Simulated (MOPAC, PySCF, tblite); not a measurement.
Scan of F₂Sr, singlet: symmetric bend, bond length relaxed. Scanned: F-Sr-F angle. Other coordinates (Sr-F bond length) were minimised at B3LYP/def2-TZVP.

Levels of theory: GFN2-xTB, 300 K electronic temperature (tblite); RKS-B3LYP/3-21G = restricted B3LYP/3-21G in PySCF; AM1, restricted, heats of formation (MOPAC); CCSD(T) on RHF/def2-TZVP, 2 core orbitals frozen, def2 effective core potentials past Kr (PySCF).

Energies relative to the lowest point of each profile, in kJ/mol; the last columns give the difference from CCSD(T):

```json
[
 {"a / °": "180", "GFN2-xTB": "53.22", "RKS-B3LYP/3-21G": "0.00", "AM1": "0.71", "CCSD(T)": "7.22", "GFN2-xTB − CCSD(T)": "46.00", "RKS-B3LYP/3-21G − CCSD(T)": "-7.22", "AM1 − CCSD(T)": "-6.51"},
 {"a / °": "170", "GFN2-xTB": "51.47", "RKS-B3LYP/3-21G": "0.63", "AM1": "0.63", "CCSD(T)": "6.18", "GFN2-xTB − CCSD(T)": "45.29", "RKS-B3LYP/3-21G − CCSD(T)": "-5.55", "AM1 − CCSD(T)": "-5.55"},
 {"a / °": "160", "GFN2-xTB": "46.27", "RKS-B3LYP/3-21G": "2.69", "AM1": "0.00", "CCSD(T)": "3.78", "GFN2-xTB − CCSD(T)": "42.50", "RKS-B3LYP/3-21G − CCSD(T)": "-1.09", "AM1 − CCSD(T)": "-3.78"},
 {"a / °": "150", "GFN2-xTB": "38.57", "RKS-B3LYP/3-21G": "5.65", "AM1": "0.71", "CCSD(T)": "1.31", "GFN2-xTB − CCSD(T)": "37.26", "RKS-B3LYP/3-21G − CCSD(T)": "4.35", "AM1 − CCSD(T)": "-0.60"},
 {"a / °": "140", "GFN2-xTB": "29.26", "RKS-B3LYP/3-21G": "9.56", "AM1": "3.45", "CCSD(T)": "0.00", "GFN2-xTB − CCSD(T)": "29.26", "RKS-B3LYP/3-21G − CCSD(T)": "9.56", "AM1 − CCSD(T)": "3.45"},
 {"a / °": "130", "GFN2-xTB": "19.38", "RKS-B3LYP/3-21G": "14.54", "AM1": "8.61", "CCSD(T)": "0.77", "GFN2-xTB − CCSD(T)": "18.61", "RKS-B3LYP/3-21G − CCSD(T)": "13.78", "AM1 − CCSD(T)": "7.84"},
 {"a / °": "120", "GFN2-xTB": "10.34", "RKS-B3LYP/3-21G": "20.66", "AM1": "17.60", "CCSD(T)": "4.27", "GFN2-xTB − CCSD(T)": "6.07", "RKS-B3LYP/3-21G − CCSD(T)": "16.40", "AM1 − CCSD(T)": "13.33"},
 {"a / °": "110", "GFN2-xTB": "3.59", "RKS-B3LYP/3-21G": "28.09", "AM1": "31.98", "CCSD(T)": "11.29", "GFN2-xTB − CCSD(T)": "-7.70", "RKS-B3LYP/3-21G − CCSD(T)": "16.79", "AM1 − CCSD(T)": "20.69"},
 {"a / °": "100", "GFN2-xTB": "0.00", "RKS-B3LYP/3-21G": "38.26", "AM1": "50.81", "CCSD(T)": "23.37", "GFN2-xTB − CCSD(T)": "-23.37", "RKS-B3LYP/3-21G − CCSD(T)": "14.89", "AM1 − CCSD(T)": "27.44"},
 {"a / °": "90", "GFN2-xTB": "0.93", "RKS-B3LYP/3-21G": "53.72", "AM1": "74.48", "CCSD(T)": "42.52", "GFN2-xTB − CCSD(T)": "-41.59", "RKS-B3LYP/3-21G − CCSD(T)": "11.20", "AM1 − CCSD(T)": "31.97"},
 {"a / °": "80", "GFN2-xTB": "9.26", "RKS-B3LYP/3-21G": "74.73", "AM1": "106.94", "CCSD(T)": "71.54", "GFN2-xTB − CCSD(T)": "-62.27", "RKS-B3LYP/3-21G − CCSD(T)": "3.19", "AM1 − CCSD(T)": "35.41"}
]
```

GFN2-xTB is furthest from CCSD(T) at 80 (-62.27 kJ/mol, below); its mean absolute difference over the points is 32.72 kJ/mol.

RKS-B3LYP/3-21G is furthest from CCSD(T) at 110 (16.79 kJ/mol, above); its mean absolute difference over the points is 9.45 kJ/mol.

AM1 is furthest from CCSD(T) at 80 (35.41 kJ/mol, above); its mean absolute difference over the points is 14.23 kJ/mol.
